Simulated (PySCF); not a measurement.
PtO₂, singlet: computed properties

These are results of PBE0/[Pt def2-TZVP with ECP60, O def2-TZVP], scalar-relativistic core potentials, density fitting, no spin–orbit coupling, PySCF, not measurements.

The structure is a minimum.

```
Point group                                                                   : D∞h
Bond lengths                                                                  : Pt–O 1.684 Å (×2)
Bond angles                                                                   : O–Pt–O 180.0°
Atomisation energy without zero-point energy                                  : 782 kJ/mol
Rotational symmetry number                                                    : 2
Entropy at 298.15 K and 1 bar                                                 : 265.0 J/(mol K)
Heat capacity Cp at 298.15 K                                                  : 48.0 J/(mol K)
Enthalpy at 298.15 K above 0 K                                                : 12.56 kJ/mol
Lowest empty level                                                            : -5.01 eV
Principal polarisabilities                                                    : 27.7, 27.7, 56.8 bohr³
Principal quadrupole moments (Buckingham, traceless) about the centre of mass : -5.16, 2.58, 2.58 D Å
Dipole moment                                                                 : 0.00 D
Zero-point energy                                                             : 14.0 kJ/mol
Highest occupied level                                                        : -8.91 eV
Rotational constants                                                          : 0.1858 cm⁻¹
```

Harmonic modes (masses in u: Pt 194.965, O 15.995):
```csv
symmetry,ω (cm⁻¹),"IR (km/mol, summed over degenerate members)",type
πu,113,4.6,bend
σg+,1041,0.0,stretch
σu+,1071,162,stretch
```

In D∞h the vibrations span πu + σg+ + σu+. The σg+ mode carries no infrared intensity, as symmetry demands. With a centre of inversion only u modes can be infrared active and only g modes Raman active.

Charges (e):
```json
{"atom": "Pt1", "Mulliken": "0.69", "Löwdin": "0.60", "polar tensor": "0.88", "Mayer order to Pt1": "–"}
{"atom": "O2,3", "Mulliken": "-0.35", "Löwdin": "-0.30", "polar tensor": "-0.44", "Mayer order to Pt1": "1.90"}
```
Other Mayer orders above 0.3: O–O 0.55.

Mulliken populations on Pt1 (electrons outside its core potential): s 3.24, p 6.35, d 7.62, f 0.09.

Outer orbital energies (eV). occupied: -14.52, -14.52, -11.03, -10.92, -10.92, -10.92, -10.92, -8.91; empty: -5.01, -5.01, 0.38, 0.38.

Formally Pt is in oxidation state +4, d6, with 0 unpaired electrons (the high-spin count would be 4). The polar-tensor charge on Pt, 0.88, is far below the formal one.

Only a few start shapes were tried, so a lower isomer may exist. With an element this heavy the missing spin–orbit coupling can shift these numbers.

The final relaxation and frequency run took about 40 core-seconds on a shared host.
